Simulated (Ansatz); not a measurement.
System: CH2Br2, net charge 0, singlet state. 
Coordinates optimised at B3LYP-D3(BJ)/def2-TZVP (Ansatz, a first-principles code):
SMILES: BrCBr
```xyz
5

Br     1.6305     0.1050     0.0396
C     -0.0111    -0.9350     0.0072
Br    -1.6275     0.1430    -0.0415
H      0.0041    -1.5425    -0.8872
H     -0.0405    -1.5281     0.9108
```
Charge 0, spin multiplicity 1.

Property: atomisation energy (electronic, to ground-state atoms), in kcal/mol. Valence correlation only, unless marked. UHF or UKS for open shells. No spin-orbit coupling. The frozen core is the preceding noble-gas configuration, with the filled d and f shells of earlier blocks. No relativistic terms. The coupled-cluster limit lacks core correlation, which all-electron functionals hold. CBS marks a two-point X^-3 extrapolation of the correlation energy; Hartree-Fock from the larger set (for Q and 5 zeta extrapolated as (X+1)exp(-9√X)).

| level | program | atomisation energy (kcal/mol) |
|---|---|---|
| HF/6-31G* | Ansatz | 237.8 |

Question: Predict the CCSD(T)/CBS(cc-pVQZ,cc-pV5Z) result (Ansatz).

Answer: 346.6 kcal/mol, so HF/6-31G* differs from it by -108.8 kcal/mol.
